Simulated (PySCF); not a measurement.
**Simulated absorption spectrum**

Compound: CH10GeOSi2.
Cartesian coordinates in Å at the PBE0-D3(BJ)/def2-SVP level; atoms count from 1:
```
atom  x, y, z in Å
C1    -2.442    0.027    0.069
Si2   -0.896    1.081   -0.143
Si3    1.013   -0.270   -0.043
O4     0.752   -1.274    1.283
Ge5    3.026    1.003    0.241
H6    -3.349    0.649    0.098
H7    -2.539   -0.692   -0.758
H8    -2.372   -0.540    1.009
H9    -0.899    1.807   -1.454
H10   -0.809    2.111    0.942
H11    1.159   -1.077   -1.303
H12    1.470   -1.870    1.515
H13    4.088    0.670   -0.827
H14    3.640    0.700    1.625
H15    2.752    2.519    0.174
```

Level of theory: TDDFT wB97X-D/def2-SVPD, vertical, gas phase, core orbitals frozen in the response in PySCF. The wB97X-D/def2-SVPD calculation is non-relativistic and has no spin–orbit coupling, an omission that weighs most on germanium.

Computed states:

```
state  E (eV)       f
   S1    5.71   0.022
   S2    6.36  0.0065
   S3    6.72   0.156
   S4    6.92   0.077
   S5    7.30   0.015
   S6    7.49   0.341
   S7    7.63   0.157
   S8    7.78   0.122
   S9    7.90   0.022
  S10    7.96   0.011
```

Broadening: Gaussians 0.4 eV wide at half height, area fixed by f = 4.319×10⁻⁹ ∫ε dν̃. The width is an assumption, not a result. The curve ends short of the highest state used, and states not computed would add to its high-energy end.

**Question.** Give the broadened spectrum and its maxima.

**Answer.** 
```json
{"λ (nm)": "168.4", "ε (L mol⁻¹ cm⁻¹)": "22198"}
{"λ (nm)": "171.0", "ε (L mol⁻¹ cm⁻¹)": "11573"}
{"λ (nm)": "173.5", "ε (L mol⁻¹ cm⁻¹)": "6575"}
{"λ (nm)": "176.1", "ε (L mol⁻¹ cm⁻¹)": "6857"}
{"λ (nm)": "178.7", "ε (L mol⁻¹ cm⁻¹)": "9905"}
{"λ (nm)": "181.2", "ε (L mol⁻¹ cm⁻¹)": "12712"}
{"λ (nm)": "183.8", "ε (L mol⁻¹ cm⁻¹)": "13435"}
{"λ (nm)": "186.3", "ε (L mol⁻¹ cm⁻¹)": "11444"}
{"λ (nm)": "188.9", "ε (L mol⁻¹ cm⁻¹)": "7758"}
{"λ (nm)": "191.5", "ε (L mol⁻¹ cm⁻¹)": "4298"}
{"λ (nm)": "194.0", "ε (L mol⁻¹ cm⁻¹)": "2133"}
{"λ (nm)": "196.6", "ε (L mol⁻¹ cm⁻¹)": "989"}
{"λ (nm)": "199.2", "ε (L mol⁻¹ cm⁻¹)": "484"}
{"λ (nm)": "201.7", "ε (L mol⁻¹ cm⁻¹)": "285"}
{"λ (nm)": "204.3", "ε (L mol⁻¹ cm⁻¹)": "258"}
{"λ (nm)": "206.8", "ε (L mol⁻¹ cm⁻¹)": "393"}
{"λ (nm)": "209.4", "ε (L mol⁻¹ cm⁻¹)": "680"}
{"λ (nm)": "212.0", "ε (L mol⁻¹ cm⁻¹)": "1041"}
{"λ (nm)": "214.5", "ε (L mol⁻¹ cm⁻¹)": "1333"}
{"λ (nm)": "217.1", "ε (L mol⁻¹ cm⁻¹)": "1456"}
{"λ (nm)": "219.7", "ε (L mol⁻¹ cm⁻¹)": "1353"}
{"λ (nm)": "222.2", "ε (L mol⁻¹ cm⁻¹)": "1093"}
{"λ (nm)": "224.8", "ε (L mol⁻¹ cm⁻¹)": "763"}
{"λ (nm)": "227.3", "ε (L mol⁻¹ cm⁻¹)": "477"}
{"λ (nm)": "229.9", "ε (L mol⁻¹ cm⁻¹)": "260"}
{"λ (nm)": "232.5", "ε (L mol⁻¹ cm⁻¹)": "126"}
{"λ (nm)": "235.0", "ε (L mol⁻¹ cm⁻¹)": "57"}
{"λ (nm)": "237.6", "ε (L mol⁻¹ cm⁻¹)": "23"}
{"λ (nm)": "240.1", "ε (L mol⁻¹ cm⁻¹)": "9"}
{"λ (nm)": "242.7", "ε (L mol⁻¹ cm⁻¹)": "3"}
```

Maxima: 217 nm (5.71 eV), ε about 1500, made up of S1 (100%); 183 nm (6.77 eV), ε about 14000, made up of S3 (74%) and S4 (26%) (ε in L mol⁻¹ cm⁻¹; maxima over ε = 5, shares over 10%). At its high-energy end, 7.36 eV, the curve is still rising (ε about 22000, from S6 and S7).

**Question.** Coming from long wavelengths, where does ε first pass 100 L mol⁻¹ cm⁻¹?

**Answer.** At about 233 nm (5.32 eV), 0.39 eV below S1.

**Question.** Does any computed singlet lie in the visible range?

**Answer.** No computed singlet lies in the visible range (380 to 750 nm); the lowest, at 217 nm, stands 2.45 eV above its violet end (3.26 eV).

**Question.** On this curve, what absorbance would a 10⁻⁵ mol/L sample give at 222 nm over a 1 cm path?

**Answer.** 222 nm is 5.585 eV, where ε is about 1100 L mol⁻¹ cm⁻¹, so A = ε c l ≈ 0.011 (Beer–Lambert, with the gas-phase spectrum and the assumed width).

All these states lie below the vertical ionisation energy of 9.29 eV (ΔSCF).

One conformer stands for the species.
